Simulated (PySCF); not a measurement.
## Basis-set dependence of population analyses: `C=N[SiH2]C#N`

Compound: C₂H₄N₂Si.
Structure used (PBE0-D3(BJ)/def2-SVP), in Å, numbered top down from 1:
```xyz
9
C2H4N2Si angstrom
C     -1.8535   -0.3077   -0.3759
N     -0.6956   -0.0314   -0.7968
Si     0.5577    0.7464    0.1357
C      1.9633   -0.4652    0.2446
N      2.8417   -1.2166    0.3336
H     -2.5840   -0.8005   -1.0435
H     -2.2237   -0.0880    0.6488
H      1.0540    1.9392   -0.5946
H      0.1684    1.0895    1.5383
```

PBE0 throughout (PySCF), one geometry, spherical d and f functions. One conformer (not necessarily the lowest) at the PBE0-D3(BJ)/def2-SVP geometry, without solvent, vibrations or thermal averaging. The first 7 of 8 kinds of atom are listed.

Mulliken charges (e):

```tsv
basis	functions	C1	N2	Si3	C4	N5	H6	H7
pcSseg-0	57	-0.087	-0.795	+1.132	-0.243	-0.374	+0.243	+0.207
6-31G*	82	-0.137	-0.400	+0.561	+0.013	-0.260	+0.187	+0.162
cc-pVDZ	94	+0.079	-0.294	+0.457	-0.148	-0.110	+0.066	+0.045
def2-SVP	94	+0.060	-0.345	+0.574	-0.247	-0.055	+0.076	+0.054
aug-cc-pVDZ	155	+0.671	-0.517	+0.193	+0.050	-0.368	-0.230	-0.201
6-311+G(2d,p)	167	-0.170	-0.344	+0.797	-0.211	-0.229	+0.136	+0.119
def2-TZVP	185	-0.096	-0.263	+0.360	-0.208	-0.032	+0.136	+0.111
cc-pVTZ	210	-0.039	-0.234	+0.372	-0.179	-0.060	+0.116	+0.079
IGLO-III	224	+0.023	-0.518	+0.919	-0.036	-0.306	+0.124	+0.080
```

IAO charges (e):

| basis | functions | C1 | N2 | Si3 | C4 | N5 | H6 | H7 |
| --- | --- | --- | --- | --- | --- | --- | --- | --- |
| pcSseg-0 | 57 | -0.077 | -0.474 | +0.763 | -0.145 | -0.173 | +0.154 | +0.109 |
| 6-31G* | 82 | -0.057 | -0.513 | +0.875 | -0.163 | -0.177 | +0.150 | +0.111 |
| cc-pVDZ | 94 | -0.060 | -0.503 | +0.864 | -0.165 | -0.172 | +0.149 | +0.109 |
| def2-SVP | 94 | -0.053 | -0.504 | +0.876 | -0.167 | -0.170 | +0.145 | +0.106 |
| aug-cc-pVDZ | 155 | -0.062 | -0.515 | +0.869 | -0.154 | -0.187 | +0.154 | +0.113 |
| 6-311+G(2d,p) | 167 | -0.060 | -0.526 | +0.902 | -0.162 | -0.187 | +0.154 | +0.114 |
| def2-TZVP | 185 | -0.059 | -0.528 | +0.913 | -0.166 | -0.184 | +0.153 | +0.114 |
| cc-pVTZ | 210 | -0.061 | -0.522 | +0.898 | -0.165 | -0.182 | +0.153 | +0.113 |
| IGLO-III | 224 | -0.061 | -0.528 | +0.911 | -0.165 | -0.187 | +0.154 | +0.114 |

Hirshfeld charges (e):

```tsv
basis	functions	C1	N2	Si3	C4	N5	H6	H7
pcSseg-0	57	+0.042	-0.229	+0.427	-0.044	-0.175	+0.057	+0.041
6-31G*	82	+0.055	-0.234	+0.398	-0.029	-0.183	+0.060	+0.050
cc-pVDZ	94	+0.046	-0.215	+0.408	-0.038	-0.177	+0.058	+0.045
def2-SVP	94	+0.047	-0.220	+0.412	-0.032	-0.182	+0.057	+0.046
aug-cc-pVDZ	155	+0.041	-0.236	+0.423	-0.036	-0.192	+0.064	+0.052
6-311+G(2d,p)	167	+0.045	-0.240	+0.424	-0.035	-0.193	+0.063	+0.052
def2-TZVP	185	+0.045	-0.233	+0.416	-0.033	-0.191	+0.062	+0.051
cc-pVTZ	210	+0.044	-0.229	+0.414	-0.033	-0.188	+0.062	+0.050
IGLO-III	224	+0.040	-0.233	+0.418	-0.032	-0.196	+0.063	+0.051
```

Which scheme is steadiest as the basis changes?

Largest range over the bases for any column: Hirshfeld 0.03 e, IAO 0.15 e, Mulliken 0.94 e. Hirshfeld charges move least and Mulliken charges most, counted in e.

How much do the charges still move between the two largest bases, cc-pVTZ and IGLO-III?

At most, over all atoms: Mulliken 0.547 e, IAO 0.013 e, Hirshfeld 0.007 e.

What do the same runs give for the total energy, the frontier levels and the dipole moment?

| basis | energy (Eh) | HOMO (eV) | LUMO (eV) | μ (D) |
| --- | --- | --- | --- | --- |
| pcSseg-0 | -476.4529 | -7.54 | -1.47 | 4.79 |
| 6-31G* | -477.2175 | -7.65 | -1.33 | 4.43 |
| cc-pVDZ | -477.2459 | -7.64 | -1.40 | 4.32 |
| def2-SVP | -477.0058 | -7.70 | -1.51 | 4.38 |
| aug-cc-pVDZ | -477.2597 | -7.83 | -1.70 | 4.61 |
| 6-311+G(2d,p) | -477.3056 | -7.88 | -1.75 | 4.65 |
| def2-TZVP | -477.3237 | -7.84 | -1.68 | 4.56 |
| cc-pVTZ | -477.3177 | -7.80 | -1.61 | 4.51 |
| IGLO-III | -477.3267 | -7.87 | -1.73 | 4.61 |

The dipole is fixed by the density alone, so its range of 0.47 D shows that the density itself changes with the basis, not only its division among atoms.
